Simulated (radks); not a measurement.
The magnesium ion Mg3+ is in [He] 2s2 2p5. All-electron calculation, scalar-relativistic Kohn-Sham, r2SCAN, spin-polarised, spherical densities, finite nucleus; meta-GGA in the generalised Kohn-Sham scheme; Fermi nuclear charge, rms radius of each element as measured or else 0.836 A^(1/3) + 0.57 fm. Program: a radial shooting solver on a logarithmic mesh with Libxc functionals. Open shells are filled with parallel spins first. One electron is removed from 2s, 1s, 2p in turn, with full relaxation. Which removal costs least, and what does each cost?

Answer. 2p 109.94 eV; 2s 144.06 eV; 1s 1373.9 eV. The 2p electron leaves first.
